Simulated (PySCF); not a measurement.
**Predicted spectroscopic data**

No solvent model, relativity neglected, a single conformation, equivalent nuclei averaged. Structure optimised with GFN2-xTB; NMR shieldings at PBE0/pcSseg-1/GIAO; PySCF.

δ = σ(ref) − σ, references computed at the same level: 1H (σref 31.72) and 13C (σref 186.93) against TMS. Where no couplings were computed, multiplicities follow the n + 1 count of equivalent neighbours, and m marks all less simple cases (inequivalent or close neighbours, rings, F or P nearby). Shifts are as computed. Against solution values, carbons near 30 ppm lie about +3 ppm off and those near 130 ppm about +5 ppm; carbons on Cl a further +6 ppm. Of 1211 compounds with measured shifts, 218 miss one by over three times the rms of a fit or turn the order of signals round; such compounds aren't used in these exercises. Carbons bonded to Cl come out too deshielded. OH and NH positions are gas-phase values without hydrogen bonding to other molecules.

**1.** `CC(=O)C(=O)C[SiH2]O`, C₄H₈O₃Si. 1H NMR (600 MHz, computed): δ 5.30 (br s, 1H), 5.01 (t, 2H), 2.64 (s, 3H), 2.39 (t, 2H). 13C{1H} NMR (computed): δ 217.5 (C), 205.4 (C), 39.0 (CH2), 27.7 (CH3).

**2.** SMILES CC(C)(C)c1cn[nH]c1, C₇H₁₂N₂. 1H NMR (600 MHz, computed): δ 9.54 (br s, 1H), 7.52 (m, 1H), 7.42 (m, 1H), 1.33 (s, 9H). 13C{1H} NMR (computed): δ 138.9 (CH), 138.2 (C), 128.3 (CH), 34.3 (CH3), 31.3 (C).

**3.** SMILES ClC(Cl)C1COC1, C₄H₆Cl₂O. 1H NMR (600 MHz, computed): δ 6.07 (d, 1H), 4.96 (m, 2H), 4.48 (m, 2H), 3.35 (m, 1H). 13C{1H} NMR (computed): δ 89.9 (CH), 76.1 (CH2), 50.3 (CH).
